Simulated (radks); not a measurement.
Results of a calculation; reference values are marked as such.
Species: Be2+. Configuration: [He]. Level of theory: non-relativistic Kohn-Sham, PBEsol, spin-polarised, spherical densities, point nucleus (a radial shooting solver on a logarithmic mesh with Libxc functionals).

Radial electron density D(r) = 4 pi r^2 rho(r):

| r (bohr) | D(r) (e/bohr) |
|---|---|
| 0.02525 | 0.2245 |
| 0.02963 | 0.2986 |
| 0.03449 | 0.3893 |
| 0.04015 | 0.5043 |
| 0.04712 | 0.6570 |
| 0.05485 | 0.8373 |
| 0.06437 | 1.069 |
| 0.07494 | 1.333 |
| 0.08724 | 1.639 |
| 0.1024 | 2.004 |
| 0.1192 | 2.381 |
| 0.1399 | 2.791 |
| 0.1628 | 3.167 |
| 0.1895 | 3.495 |
| 0.2224 | 3.746 |
| 0.259 | 3.853 |
| 0.3039 | 3.792 |
| 0.3538 | 3.554 |
| 0.4118 | 3.150 |
| 0.4833 | 2.588 |
| 0.5626 | 1.991 |
| 0.6603 | 1.377 |
| 0.7686 | 0.8768 |
| 0.8948 | 0.4984 |
| 1.05 | 0.2387 |
| 1.222 | 0.1014 |
| 1.435 | 0.03391 |
| 1.67 | 0.009648 |

D(r) has 1 maximum, at r = 0.267 bohr.
